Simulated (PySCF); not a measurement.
Computed with delta-SCF UKS SCAN, pcX-2 on the ionised atom, pcseg-1 elsewhere, spin-free X2C in PySCF 2.14.0. Geometries: PBE0-D3(BJ)/def2-SVP; isolated species, one conformer each. Kα1 is taken as the energy difference of the 1s-hole and 2p3/2-hole states at the ground state's geometry. Spin–orbit and ligand-field terms were added within each 2p shell after the spin-free SCF.

```
                                             site  Si 2p3/2 (eV)
Si3 in `[CH3:1][SiH2:2][SiH:3]([SiH3:4])[SiH3:5]`         105.76
 Si3 in `[CH3:1][SiH2:2][SiH2:3][SiH2:4][SiH3:5]`         105.98
                        silicon in `F[Si](F)(F)F`         112.00
```

**Question.** What are the Si 1s binding energies, and the Kα1 emission energies that follow?

**Answer.** 
```
                                             site     bonded to  1s (eV)  2p3/2 (eV)  Kα1 = 1s − 2p3/2 (eV)
Si3 in `[CH3:1][SiH2:2][SiH:3]([SiH3:4])[SiH3:5]`    H and 3 Si  1845.40      105.76                1739.64
 Si3 in `[CH3:1][SiH2:2][SiH2:3][SiH2:4][SiH3:5]`  2 H and 2 Si  1845.66      105.98                1739.68
                        silicon in `F[Si](F)(F)F`           4 F  1852.47      112.00                1740.47
```

Ranges: 1s 7.07 eV, 2p3/2 6.24 eV, Kα1 0.83 eV. A straight-line fit of 1s on 2p3/2 has slope 1.13.
